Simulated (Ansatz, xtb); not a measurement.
# B2GaH3O: which of two structures lies lower

We compare I, a singlet given by its coordinates, with II, `BB[O][Ga]`, a singlet. Both are isolated molecules in the gas phase, relaxed with B3LYP-D3(BJ)/def2-SVP; the shapes shown needn't be the lowest conformers.

I (Å):

```xyz
7

B    -1.4684   -1.2992    1.4155
B    -0.4702   -0.2243    0.6162
Ga   -1.3369    1.5654    1.0278
O    -2.2279   -2.0296    2.0147
H     0.6462   -0.1029    1.0913
H    -0.5196   -0.2786   -0.6008
H    -2.0159    2.9712    1.3498
```

Close contacts (Å): B1–B2 1.67, B1–O4 1.21, B2–Ga3 2.03, B2–H5 1.22, B2–H6 1.22, Ga3–H7 1.59.

II (Å):

```tsv
atom	x (Å)	y (Å)	z (Å)
B	-0.8639	0.7732	0.6411
B	0.1248	0.8280	-0.7255
Ga	3.0823	1.9940	-0.8475
O	1.3774	1.3286	-0.7463
H	-1.6377	1.6649	0.9153
H	-0.8897	-0.1849	1.3831
H	-0.3376	0.3766	-1.7726
```

Problem. Estimate which is lower in electronic energy at CCSD(T)/def2-TZVP, and by roughly how much.

Solution. Too close to call at this level: CCSD(T)/def2-TZVP gives E(II) − E(I) = −0.67 kcal/mol.

Level by level:

```json
{"level": "GFN2-xTB", "geometry": "GFN2-xTB", "E(II) − E(I) (kcal/mol)": "−35.61", "departure from the last row (kcal/mol)": "−34.94", "job, with rough time for the two": "optimisation, 0.23 s"}
{"level": "HF/STO-3G", "geometry": "GFN2-xTB", "E(II) − E(I) (kcal/mol)": "−45.66", "departure from the last row (kcal/mol)": "−44.99", "job, with rough time for the two": "single point, 2.4 s"}
{"level": "r2SCAN-D4/def2-SVP", "geometry": "GFN2-xTB", "E(II) − E(I) (kcal/mol)": "−5.95", "departure from the last row (kcal/mol)": "−5.28", "job, with rough time for the two": "single point, 2.3 s"}
{"level": "B3LYP-D3(BJ)/def2-SVP", "geometry": "B3LYP-D3(BJ)/def2-SVP", "E(II) − E(I) (kcal/mol)": "−3.66", "departure from the last row (kcal/mol)": "−2.99", "job, with rough time for the two": "optimisation, 47 s"}
{"level": "HF/def2-TZVP", "geometry": "B3LYP-D3(BJ)/def2-SVP", "E(II) − E(I) (kcal/mol)": "−18.55", "departure from the last row (kcal/mol)": "−17.89", "job, with rough time for the two": "part of the CCSD(T) run"}
{"level": "MP2/def2-TZVP", "geometry": "B3LYP-D3(BJ)/def2-SVP", "E(II) − E(I) (kcal/mol)": "+2.95", "departure from the last row (kcal/mol)": "+3.61", "job, with rough time for the two": "part of the CCSD(T) run"}
{"level": "CCSD(T)/def2-TZVP", "geometry": "B3LYP-D3(BJ)/def2-SVP", "E(II) − E(I) (kcal/mol)": "−0.67", "departure from the last row (kcal/mol)": "", "job, with rough time for the two": "single point, 48 s"}
```

The largest departure from CCSD(T)/def2-TZVP is that of HF/STO-3G, 44.99 kcal/mol.

With harmonic frequencies from B3LYP-D3(BJ)/def2-SVP (ideal gas, rigid rotor, one conformer each, 298.15 K, 1 atm): on the last row, ΔE + ΔZPE = +0.29 kcal/mol. A mode under 50 cm⁻¹ makes harmonic enthalpies and free energies unreliable, so none is given.

The correlated steps freeze 12 core orbitals; the filled d shell of Ga is correlated, in a basis made for valence electrons. Codes used: Ansatz 0.2.0, xtb 6.7.1; the last row on 2 threads of Intel(R) Xeon(R) Platinum 8375C CPU @ 2.90GHz (Ice Lake) on a shared host.
